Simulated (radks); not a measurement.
Values are calculated unless marked as measured or tabulated.
Numerical settings for the lanthanum ion La+, [Xe] 5d2. Code: a radial shooting solver on a logarithmic mesh with Libxc functionals. Model: scalar-relativistic Kohn-Sham, PBE, spin-polarised, spherical densities, finite nucleus; open shells are filled with parallel spins first (spin-orbit coupling, left out, can overturn this in heavy ions); Fermi nuclear charge, rms radius 4.855 fm. The defaults (mesh step 0.008 in ln r, mesh end at 40 bohr or more with all orbitals vanishing there, Anderson mixing 0.5 over 9 steps, residual threshold near 1e-9 with the energy settled to 1e-9 hartree or 1e-11 of itself, here a cap of 96 iterations) give E = -8492.7110 hartree and 5d at -7.620 eV in 14 iterations. Run on one thread of a shared host, so times are rough (Intel(R) Xeon(R) Platinum 8559C): 0.21 s of CPU time, 0.21 s wall, 14 iterations on 2314 mesh points. One setting is changed at a time: mesh step in ln r 0.05; mesh step in ln r 0.003; mesh step in ln r 0.005; mesh end (bohr) 8; mesh end (bohr) 5; residual threshold 1e-05; residual threshold 0.1; mixing 1.5; linear mixing, mixing 0.05; linear mixing, mixing 0.2; mixing history 20; iteration cap 2. Which runs fail to converge, and which converge to a wrong energy?

Answer. Not converged within the cap: linear mixing, mixing 0.05; iteration cap 2. Settings that end as converged yet miss the energy by more than 1 mhartree: mesh end (bohr) 8 (+0.00262 hartree); mesh end (bohr) 5 (+0.0886 hartree).
